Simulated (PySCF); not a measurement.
Species: C₈H₁₁NSi.
Geometry (GFN2-xTB, Å), atoms numbered from 1 in this order:
```
atom  x, y, z in Å
C1     3.297   -1.807    1.097
C2     2.751   -0.772    0.844
C3     2.071    0.460    0.531
Si4    0.745    0.177   -0.809
C5    -0.569    1.549   -1.037
C6    -1.703    0.510   -0.857
C7    -2.757    0.982   -0.008
N8    -3.577    1.385    0.681
C9    -0.890   -0.690   -0.288
C10   -1.075   -0.907    1.209
H11    3.790   -2.702    1.331
H12    2.802    1.189    0.177
H13    1.622    0.857    1.444
H14    1.330   -0.326   -2.057
H15   -0.618    2.077   -1.986
H16   -0.590    2.298   -0.247
H17   -2.136    0.245   -1.825
H18   -1.140   -1.617   -0.805
H19   -0.365   -1.651    1.567
H20   -2.083   -1.256    1.432
H21   -0.914    0.016    1.762
```

Definitions: NICS(0) = −σiso at the ring centroid; NICS(1) = −σiso and NICS(1)zz = −σzz at ±1 Å along the ring normal z. Level: GIAO PBE0/pcSseg-1 (PySCF, non-relativistic, gas phase) on the GFN2-xTB geometry, one conformer.

Ring bond lengths (Å), with Mayer bond orders in brackets: Si4–C5 1.914 (0.92), C5–C6 1.549 (0.97), C6–C9 1.557 (0.92), C9–Si4 1.923 (0.88).

Task: Give the NICS values of each ring in ppm.

Result: 
| ring | type | NICS(0) | NICS(1), two faces | NICS(1)zz, two faces | rms pucker (Å) | centre to ring atoms, mean (Å) |
| --- | --- | --- | --- | --- | --- | --- |
| Si4–C5–C6–C9 | 4-membered ring with Si; formal bonds all single | -0.8 | -0.7 / -1.6 | 7.1 / 1.9 | 0.09 | 1.22 |

Task: What do they say, and how far can they be read as aromaticity?

Result: 
- Si4–C5–C6–C9: mean NICS(1)zz 4.5 ppm, deshielded. Si4, C5, C6, C9 have four or more neighbours, and the NICS criterion for π rings isn't applied. The two faces differ by 5.2 ppm, so no symmetry operation interchanges them.

Task: List the ring angles and the Hirshfeld charges of the ring atoms.

Result: 
- Si4–C5–C6–C9: Si4 76.8° (+0.391 e), C5 90.4° (-0.159 e), C6 100.2° (-0.007 e), C9 89.8° (-0.101 e); sum 357.3° against 360° for a flat convex ring.
